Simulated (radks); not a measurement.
Question: Species: Te40+. Configuration: [Ne] 3s1 4s1 (not the ground configuration). All-electron calculation, Dirac Kohn-Sham, PBE, spin-unpolarised, spherical densities, point nucleus. Program: a radial shooting solver on a logarithmic mesh with Libxc functionals. Some entries of the table are withheld. Estimate them.

orbital,occ.,eigenvalue (hartree),<1/r> (bohr^-1)
1s1/2,2,-1257.575,(1)
2s1/2,2,(2),(3)
2p1/2,2,(4),13.13
2p3/2,4,(5),12.16
3s1/2,1,-108.4585,5.393
4s1/2,1,-58.20677,2.896

Answer: 
(1) 1s1/2 <1/r> (bohr^-1): 55.61
(2) 2s1/2 eigenvalue (hartree): -268.3292
(3) 2s1/2 <1/r> (bohr^-1): 13.19
(4) 2p1/2 eigenvalue (hartree): -258.4695
(5) 2p3/2 eigenvalue (hartree): -247.9840
